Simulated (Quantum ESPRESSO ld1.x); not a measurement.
The indium ion In2+, 47 electrons, occupied as [Kr] 4d10 5s1.

All-electron calculation, Dirac Kohn-Sham, LDA (Slater exchange, VWN5 correlation), spin-unpolarised, spherical densities, point nucleus. Program: ld1.x of Quantum ESPRESSO 7.5.

Energy parts (hartree):
total: -5877.11
kinetic: 6173.99
electron-nucleus: -14236.46
Hartree: 2339.56
exchange-correlation: -154.21

Orbitals (lengths in bohr, moments of r in powers of bohr; <r^-3> diverges for s and p1/2):
1s1/2: occ. 2; eigenvalue (hartree) -1018.76; <r> 0.02974; <r^2> 0.001197; <r^4> 3.729e-06
2s1/2: occ. 2; eigenvalue (hartree) -153.097; <r> 0.1282; <r^2> 0.01945; <r^4> 0.0006522
2p1/2: occ. 2; eigenvalue (hartree) -142.897; <r> 0.1085; <r^2> 0.01447; <r^4> 0.0004212
2p3/2: occ. 4; eigenvalue (hartree) -135.159; <r> 0.1138; <r^2> 0.01578; <r^-3> 4015; <r^4> 0.0004918
3s1/2: occ. 2; eigenvalue (hartree) -29.5758; <r> 0.3489; <r^2> 0.1394; <r^4> 0.02973
3p1/2: occ. 2; eigenvalue (hartree) -25.4538; <r> 0.3398; <r^2> 0.1343; <r^4> 0.02899
3p3/2: occ. 4; eigenvalue (hartree) -24.0562; <r> 0.3510; <r^2> 0.1430; <r^-3> 738.4; <r^4> 0.03276
3d3/2: occ. 4; eigenvalue (hartree) -16.7371; <r> 0.3225; <r^2> 0.1237; <r^-3> 115.3; <r^4> 0.02847
3d5/2: occ. 6; eigenvalue (hartree) -16.4504; <r> 0.3261; <r^2> 0.1263; <r^-3> 107.9; <r^4> 0.02959
4s1/2: occ. 2; eigenvalue (hartree) -5.05666; <r> 0.8476; <r^2> 0.8143; <r^4> 0.9944
4p1/2: occ. 2; eigenvalue (hartree) -3.70695; <r> 0.9003; <r^2> 0.9281; <r^4> 1.348
4p3/2: occ. 4; eigenvalue (hartree) -3.45955; <r> 0.9311; <r^2> 0.9929; <r^-3> 130.5; <r^4> 1.546
4d3/2: occ. 4; eigenvalue (hartree) -1.37032; <r> 1.158; <r^2> 1.600; <r^-3> 13.37; <r^4> 4.769
4d5/2: occ. 6; eigenvalue (hartree) -1.33796; <r> 1.174; <r^2> 1.643; <r^-3> 12.35; <r^4> 5.043
5s1/2: occ. 1; eigenvalue (hartree) -0.88638; <r> 2.322; <r^2> 6.069; <r^4> 55.31

The highest occupied level is 5s1/2 at -24.120 eV. For comparison, the ionisation energy in NIST's Atomic Spectra Database is 28.044 eV (measured). In exact Kohn-Sham theory the highest level is minus the ionisation energy, but local and semilocal functionals leave it too shallow, through self-interaction and a potential that decays too fast; potentials with the right tail come closer.

Beside tabulated values, note that spin-unpolarised runs miss the spin-polarisation part of the exchange energy of open shells.
